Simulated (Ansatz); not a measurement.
The cluster Si2Te, relaxed as a quintet with UKS r2SCAN-D4/def2-TZVP in Ansatz, starting from the r2SCAN-D4/def2-TZVP geometry of the neutral singlet. Force threshold 0.02 eV/Å.

In the def2 sets Te takes a core potential; there is no spin–orbit coupling. At r2SCAN-D4/def2-TZVP a singlet of charge 0 lies 2.84 eV below the quintet, each at its own geometry. The structure comes from a short search, and lower isomers may exist.

Start:

| atom | x (Å) | y (Å) | z (Å) |
| --- | --- | --- | --- |
| Si1 | -0.296 | -0.807 | -1.109 |
| Si2 | -0.339 | 1.360 | -0.069 |
| Te3 | 0.635 | -0.553 | 1.179 |

**Question.** Estimate the energy that the relaxation releases and the steps that it takes.

**Answer.** 0.08 eV, in 4 steps; 10 s on 2 threads of AMD EPYC 7R13 on a shared host. No frequencies were taken in this run, so the end may be a saddle point.

**Question.** Does the start keep its bonding and symmetry?

**Answer.** By distances, no bond broke or formed. The bond that changes most is Si2–Te3, from 2.48 to 2.57 Å (atoms count from 1). Point group C2v at the start, C2v at the end, both within 0.05 Å.

**Question.** Predict the relaxed structure.

**Answer.** 
Cartesian coordinates in Å:
```
Si -0.3130 -0.7604 -1.1242
Si -0.3551 1.3419 -0.1155
Te 0.6681 -0.5815 1.2398
```
Bond lengths: 2 × Si–Te 2.57 Å; 1 × Si–Si 2.33 Å.
